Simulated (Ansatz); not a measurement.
Calculated with Ansatz (gas phase, PBE0-D4/def2-TZVP geometries, no zero-point term in ΔE). CCSD(T)/CBS adds triple-zeta CCSD(T) − MP2 to the extrapolated MP2 energy (def2 sets, frozen cores). Functionals use def2-TZVPP. Elements past krypton have def2 core potentials. For Ga, Sn outer-core shells are correlated without core-valence functions, which leaves a few kJ/mol of doubt a bond. Scalar relativity is left out up to krypton. Each species was taken in one conformer, which may not be the lowest.

Consider the cleavage of the Si–Ga bond: `[CH3][GaH][SiH3]` + `[OH][Sn][F]` → `[F][Sn][O][SiH3]` + `[CH3][GaH2]`.

```
             level  ΔE (kcal/mol)
           LC-ωPBE          -21.2
    MP2/def2-TZVPP          -24.2
CCSD(T)/def2-TZVPP          -22.4
     MP2/CBS(def2)          -23.8
```

Problem. What does CCSD(T)/CBS give? (Estimate.)

Solution. Ansatz gave: -22.1 kcal/mol. The listed levels differ from it by 0.9, -2.1, -0.3, -1.7 kcal/mol.

Largest T1 diagnostic among the species: 0.018.

At CCSD(T), def2-SVP lies −1.5 kcal/mol from the extrapolated value and def2-TZVPP −0.4 kcal/mol. From BLYP to BHLYP (50 % exact exchange), in def2-TZVPP and without D4, ΔE moves by −5.1 kcal/mol.
